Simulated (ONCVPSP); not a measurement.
# An all-electron radial function and its pseudo partner (tungsten (W))

Columns: radius, all-electron u(r) and pseudo u(r) of the 5p shell (level -46.84 eV) of tungsten in the configuration [Kr] 4d10 4f14 5s2 5p6 5d4 6s1.5; PBEsol, scalar-relativistic, ONCV scheme, ONCVPSP 4.0.1.

```json
{"r (bohr)": "0.082", "all-electron": "0.0276", "pseudo": "0.0125"}
{"r (bohr)": "0.165", "all-electron": "0.3365", "pseudo": "0.0500"}
{"r (bohr)": "0.248", "all-electron": "-0.1158", "pseudo": "0.1114"}
{"r (bohr)": "0.330", "all-electron": "-0.4853", "pseudo": "0.1929"}
{"r (bohr)": "0.413", "all-electron": "-0.5121", "pseudo": "0.2927"}
{"r (bohr)": "0.495", "all-electron": "-0.2942", "pseudo": "0.4033"}
{"r (bohr)": "0.578", "all-electron": "0.0261", "pseudo": "0.5217"}
{"r (bohr)": "0.660", "all-electron": "0.3413", "pseudo": "0.6381"}
{"r (bohr)": "0.742", "all-electron": "0.6064", "pseudo": "0.7471"}
{"r (bohr)": "0.825", "all-electron": "0.8067", "pseudo": "0.8432"}
{"r (bohr)": "0.908", "all-electron": "0.9398", "pseudo": "0.9192"}
{"r (bohr)": "0.990", "all-electron": "1.0131", "pseudo": "0.9704"}
{"r (bohr)": "1.072", "all-electron": "1.0404", "pseudo": "0.9966"}
{"r (bohr)": "1.155", "all-electron": "1.0323", "pseudo": "0.9980"}
{"r (bohr)": "1.238", "all-electron": "0.9984", "pseudo": "0.9766"}
{"r (bohr)": "1.320", "all-electron": "0.9477", "pseudo": "0.9365"}
{"r (bohr)": "1.402", "all-electron": "0.8866", "pseudo": "0.8822"}
{"r (bohr)": "1.485", "all-electron": "0.8189", "pseudo": "0.8178"}
{"r (bohr)": "1.568", "all-electron": "0.7492", "pseudo": "0.7490"}
{"r (bohr)": "1.650", "all-electron": "0.6809", "pseudo": "0.6808"}
{"r (bohr)": "1.733", "all-electron": "0.6142", "pseudo": "0.6141"}
{"r (bohr)": "1.815", "all-electron": "0.5518", "pseudo": "0.5517"}
{"r (bohr)": "1.898", "all-electron": "0.4929", "pseudo": "0.4929"}
{"r (bohr)": "1.980", "all-electron": "0.4393", "pseudo": "0.4392"}
{"r (bohr)": "2.062", "all-electron": "0.3903", "pseudo": "0.3902"}
{"r (bohr)": "2.145", "all-electron": "0.3453", "pseudo": "0.3452"}
```

(1) How many radial nodes do the two functions have?

(2) At about which radius was the pseudo-wave matched?

(3) Is the pseudo-wave norm-conserving?

Results:

(1) The all-electron 5p function has n − l − 1 = 3 (the table is too coarse to show those close to the nucleus); the pseudo-wave has 0, since the states of the same l below it are removed with the core.

(2) 1.65 bohr, where the columns begin to agree (steps of 0.08 bohr).

(3) Yes: the ONCV scheme keeps the norm inside the radius equal to the all-electron one, which fixes the energy derivative of the logarithmic derivative at the level.
